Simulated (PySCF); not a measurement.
C3H7FSi, SMILES F[C@H]1C[C@@H]1[SiH3].

Geometry optimised at B3LYP-D3(BJ)/def2-SVP. The structure was generated by enumeration; whether it is a known compound was not checked.

All values below come from CAM-B3LYP/def2-TZVP (PySCF).

Isolated molecule, no solvent.

```json
{
  "total_energy": "-507.83186 hartree",
  "highest_occupied_level": "-9.56 eV",
  "lowest_empty_level": "1.58 eV",
  "orbital_gap": "11.14 eV",
  "dipole_moment": "1.23 D",
  "quadrupole, principal values (traceless, Buckingham form, about the centre of nuclear charge)": "-7.10, 2.60, 4.49 D·Å",
  "mean_static_polarisability": "60.7 bohr³ (8.99 Å³)",
  "polarisability_principal_values": "54.8, 57.7, 69.6 bohr³"
}
```
